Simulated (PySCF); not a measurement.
H₁₈N₆Ru, SMILES [NH3]->[Ru+2](<-[NH3])(<-[NH3])(<-[NH3])(<-[NH3])<-[NH3], charge +2, multiplicity 1. The structure is a stationary point at B3LYP-D3(BJ)/def2-SVP. The multiplicity is an assumed one; other spin states were not compared. The isomer is the one that the SMILES or the coordinates give; other isomers of the formula were not compared. The def2 effective core potentials stand for the cores of Ru; spin–orbit coupling is left out.

Task: Give the equilibrium geometry at B3LYP-D3(BJ)/def2-SVP (PySCF confirms it by a frequency run) as bond lengths and angles, and its point group. (Estimate from the structure and the level; the computed values follow.)

Result: point group D3.
Atoms: Ru1 N2 H3 H4 H5 N6 H7 H8 H9 N10 H11 H12 H13 N14 H15 H16 H17 N18 H19 H20 H21 N22 H23 H24 H25. Bond lengths (Å): Ru1–N2 2.200, Ru1–N6 2.200, Ru1–N10 2.200, Ru1–N14 2.200, Ru1–N18 2.200, Ru1–N22 2.200, N2–H3 1.026, N2–H4 1.026, N2–H5 1.026, N6–H7 1.026, N6–H8 1.026, N6–H9 1.026, N10–H11 1.026, N10–H12 1.026, N10–H13 1.026, N14–H15 1.026, N14–H16 1.026, N14–H17 1.026, N18–H19 1.026, N18–H20 1.026, N18–H21 1.026, N22–H23 1.026, N22–H24 1.026, N22–H25 1.026. Angles (°): N2–Ru1–N6 89.9, N2–Ru1–N10 90.5, N2–Ru1–N14 89.9, N2–Ru1–N18 89.7, N2–Ru1–N22 179.5, N6–Ru1–N10 89.7, N6–Ru1–N14 89.9, N6–Ru1–N18 179.5, N6–Ru1–N22 90.5, N10–Ru1–N14 179.5, N10–Ru1–N18 89.9, N10–Ru1–N22 89.9, N14–Ru1–N18 90.5, N14–Ru1–N22 89.7, N18–Ru1–N22 89.9, Ru1–N2–H3 114.6, Ru1–N2–H4 113.8, Ru1–N2–H5 114.4, H3–N2–H4 104.1, H3–N2–H5 104.3, H4–N2–H5 104.4, Ru1–N6–H7 113.8, Ru1–N6–H8 114.4, Ru1–N6–H9 114.6, H7–N6–H8 104.4, H7–N6–H9 104.1, H8–N6–H9 104.3, Ru1–N10–H11 114.6, Ru1–N10–H12 113.8, Ru1–N10–H13 114.4, H11–N10–H12 104.1, H11–N10–H13 104.3, H12–N10–H13 104.4, Ru1–N14–H15 113.8, Ru1–N14–H16 114.4, Ru1–N14–H17 114.6, H15–N14–H16 104.4, H15–N14–H17 104.1, H16–N14–H17 104.3, Ru1–N18–H19 113.8, Ru1–N18–H20 114.4, Ru1–N18–H21 114.6, H19–N18–H20 104.4, H19–N18–H21 104.1, H20–N18–H21 104.3, Ru1–N22–H23 114.6, Ru1–N22–H24 113.8, Ru1–N22–H25 114.4, H23–N22–H24 104.1, H23–N22–H25 104.3, H24–N22–H25 104.4.
Charge +2, spin multiplicity 1.
